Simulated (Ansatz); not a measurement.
Reactions of `[CH3][GeH2][SiH2]Cl`.

Gas-phase electronic energies from Ansatz, PBE0-D4/def2-TZVP geometries. CBS: MP2 limit from def2 TZ/QZ plus the TZ coupled-cluster correction, frozen cores. This one scheme is used for every species. For Ge outer-core shells are correlated without core-valence functions, which leaves a few kJ/mol of doubt a bond. Scalar relativity is left out up to krypton. Each species was taken in one conformer, which may not be the lowest.

(1) Order these by ΔE at CCSD(T)/CBS, lowest first. (An estimate is asked.)
A. `[CH3][GeH2][SiH2]Cl` + `CCO[SiH2]P` → `[CH3][GeH2][SiH2]P` + `CCO[SiH2]Cl`
B. `[CH3][GeH2][SiH2]Cl` + HCl → `[CH3][GeH2][Cl]` + `[SiH3]Cl`
C. `[CH3][GeH2][SiH2]Cl` + `F[SiH3]` → `F[SiH2][SiH2]Cl` + `[CH3][GeH3]`
D. `[CH3][GeH2][SiH2]Cl` + `C[SiH2]O` → `C[SiH2]O[SiH2]Cl` + `[CH3][GeH3]`
E. `[CH3][GeH2][SiH2]Cl` + CH₃NH₂ → `[CH3][GeH2][CH2]N` + `[SiH3]Cl`
F. `[CH3][GeH2][SiH2]Cl` + `O[SiH](Cl)Cl` → `Cl[SiH2]O[SiH](Cl)Cl` + `[CH3][GeH3]`
G. `[CH3][GeH2][SiH2]Cl` + `CBN` → `NBC[SiH2]Cl` + `[CH3][GeH3]`
H. `[CH3][GeH2][SiH2]Cl` + `CO[SiH](C)N` → `[NH2][GeH2][SiH2]Cl` + `CO[SiH](C)C`

Largest T1 diagnostic: 0.012, for `[CH3][GeH2][SiH2]P`.

## Answers

(1) D (-110.2 kJ/mol), F (-101.6 kJ/mol), B (-62.7 kJ/mol), A (-22.4 kJ/mol), G (-2.0 kJ/mol), C (+26.7 kJ/mol), E (+37.4 kJ/mol), H (+58.4 kJ/mol).
